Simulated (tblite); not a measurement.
C₆H₁₄SSi₂.
Atom-mapped SMILES: `[CH:1]#[C:2][SiH2:3][S:4][Si@H:5]([CH3:6])[CH2:7][CH2:8][CH3:9]` (hydrogens: H10 on C1; H11, H12 on Si3; H13 on Si5; H14, H15, H16 on C6; H17, H18 on C7; H19, H20 on C8; H21, H22, H23 on C9)

Structure optimised with GFN2-xTB, isolated species.

**Question.** List the bond lengths, angles and torsions at this level.

**Answer.** 
```csv
bond,length (Å)
C1≡C2,1.202
C2–Si3,1.848
Si3–S4,2.154
S4–Si5,2.163
Si5–C6,1.899
Si5–C7,1.900
C7–C8,1.528
C8–C9,1.524
C1–H10,1.053
Si3–H11,1.462
Si3–H12,1.455
Si5–H13,1.465
"C6–H14, C6–H15, C6–H16",1.086
C7–H17,1.091
C7–H18,1.091
C8–H19,1.092
C8–H20,1.092
"C9–H21, C9–H22, C9–H23",1.088
```

Bonds in one row agree within 0.01 Å and their mean is given. A selection of angles:
```csv
angle,degrees
C1–C2–Si3,177.8
C2–Si3–S4,109.4
Si3–S4–Si5,104.8
S4–Si5–C6,110.0
S4–Si5–C7,105.6
C6–Si5–C7,112.7
Si5–C7–C8,113.8
C7–C8–C9,111.7
```

Dihedral angles: C2–Si3–S4–Si5 -43° (synclinal); Si3–S4–Si5–C6 -44° (synclinal); S4–Si5–C7–C8 64° (synclinal); Si5–C7–C8–C9 -178° (antiperiplanar).

Si5 (SiH silicon) is distorted tetrahedral (angles from 105.6° to 112.7°). S4 (sulfur bonded to 2 Si) is bent (angle 104.8°). The 3 C–Si bonds span 1.848 Å (C2–Si3, drawn single) to 1.900 Å (Si5–C7, drawn single), a spread of 0.052 Å. The C–C distances run from 1.202 Å (C1≡C2, drawn triple) to 1.528 Å (C7–C8, drawn single), a spread of 0.326 Å. Of the pairs four or more bonds apart, Si3···H14 is among the closest relative to their van der Waals radii: 3.28 Å, 99 % of the sum of Bondi's values. Si3 (SiH2 silicon) is distorted tetrahedral (angles from 104.0° to 114.3°).

Point group: C1 (no symmetry element, even within 0.4 Å). Its GFN2-xTB frequencies are all real (lowest 22 cm⁻¹). The numbers are those of one conformer. 3 starts were optimised and ended at 0.00, 0.66 and 1.08 kcal/mol (GFN2-xTB); the lowest of these is shown.

The run took 2.7 s of wall time on one thread, Arm Neoverse N1 (aarch64), shared host. These figures are those of the optimisation.

All values are computed, not measured.
